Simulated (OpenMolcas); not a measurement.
Cu4+ (d7) among equal point charges was computed by CASSCF with the d shell active (OpenMolcas, ANO-RCC-VDZP on the metal). Its lowest spin-free states, and all those of the highest spin:

```tsv
2S+1	Degeneracy	E (cm-1)
4	1	0.0
4	3	1495
4	3	2679
2	2	25471
4	3	25547
2	3	25556
2	1	25600
2	3	26006
2	3	32891
2	3	33373
2	2	34077
2	3	34120
```

Problem. Is the site octahedral, tetrahedral or cube-like, axial, or of lower symmetry?

Solution. The states with 2S+1 = 4 have orbital degeneracies 1, 3, 3, 3. Threefold states need a cubic site. For d7 at this spin an octahedron puts the threefold T1 below the threefold T2 and a tetrahedron or cube puts the single A2 below the threefold T2, so the site is a tetrahedron or a cube, which this pattern cannot tell apart. The first gap at this spin, 1490 cm-1, is |10Dq| in ligand-field theory. The run had Cu4+ among 4 point charges of -3 e arranged as a tetrahedron (Td), 1.89 Å from the ion.

Without dynamic correlation the repulsion within the d shell is too large (B by tens of per cent), so at a given field states of lower spin stand too high. The ground term spreads over less than 5000 cm-1, several times less than with real ligands, so orbital moments are less quenched and χT lies further from the spin-only value than at real sites. This is an electrostatic model: the charges have no orbitals. No measured value stands beside these numbers.
